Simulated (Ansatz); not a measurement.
Computed with Ansatz on PBE0-D4/def2-TZVP structures; ΔE is electronic, products minus reactants. CCSD(T)/CBS adds triple-zeta CCSD(T) − MP2 to the extrapolated MP2 energy (def2 sets, frozen cores). Functionals use def2-TZVPP. For Br outer-core shells are correlated without core-valence functions, which leaves a few kJ/mol of doubt a bond. Scalar relativity is left out up to krypton. One conformer a species, not always the lowest.

Consider the ligand exchange at a B–C bond: `CNBCBr` + `OCF` → `CNBOCF` + `CBr`.

`CNBCBr`:

```xyz
12

C     1.133    1.059   -0.489
N     0.511    0.614    0.736
B    -0.528   -0.289    0.906
C    -1.270   -0.972   -0.308
Br   -0.296   -2.643   -0.634
H     1.053    2.144   -0.609
H     2.193    0.791   -0.513
H     0.655    0.585   -1.345
H     0.948    0.983    1.566
H    -0.851   -0.558    2.027
H    -1.260   -0.437   -1.256
H    -2.289   -1.277   -0.082
```

`OCF`:

```xyz
6

O     0.008    0.154   -1.071
C    -0.068    0.164    0.297
F     1.118   -0.261    0.863
H     0.024   -0.756   -1.381
H    -0.849   -0.499    0.686
H    -0.233    1.197    0.606
```

`CNBOCF`:

Cartesian coordinates in Å:
```
C 1.126 0.436 -1.747
N 0.263 0.118 -0.634
B 0.690 -0.386 0.592
O -0.169 -0.641 1.648
C -1.468 -0.213 1.638
F -2.197 -0.844 0.643
H 0.909 -0.190 -2.618
H 2.162 0.264 -1.457
H 1.029 1.483 -2.048
H -0.723 0.199 -0.832
H 1.848 -0.613 0.785
H -1.541 0.863 1.439
H -1.930 -0.475 2.591
```

`CBr`:

Z-matrix (Å, degrees):
```
C
Br 1 1.933
H 1 1.086 2 108.0
H 1 1.086 2 108.0 3 -120.0
H 1 1.086 2 108.0 3 120.0
```

CCSD(T)/CBS gives -99.3 kJ/mol.

Problem. Another level gave -94.6 kJ/mol. Which?
A. B2PLYP/def2-TZVPP
B. PBE-D4/def2-TZVPP
C. HF/def2-TZVPP
D. CCSD(T)/def2-TZVPP

Solution. B. PBE-D4 -94.6, HF/def2-TZVPP -117.6, CCSD(T)/def2-TZVPP -101.2, B2PLYP -106.0 kJ/mol.

Largest T1 diagnostic among the species: 0.012.

The D4 term adds +3.8 kJ/mol with B3LYP and +2.2 kJ/mol with PBE0; it sums over pairs of atoms, weighted by their polarisabilities, and B3LYP, whose exchange is more repulsive, gets the larger term. In def2-TZVPP, CCSD(T) changes the Hartree–Fock value by +16.5 kJ/mol (the triples alone add +1.8 kJ/mol) and MP2 by +17.4 kJ/mol.

B3LYP here is the variant with VWN-RPA as its local correlation; programs differ in this.
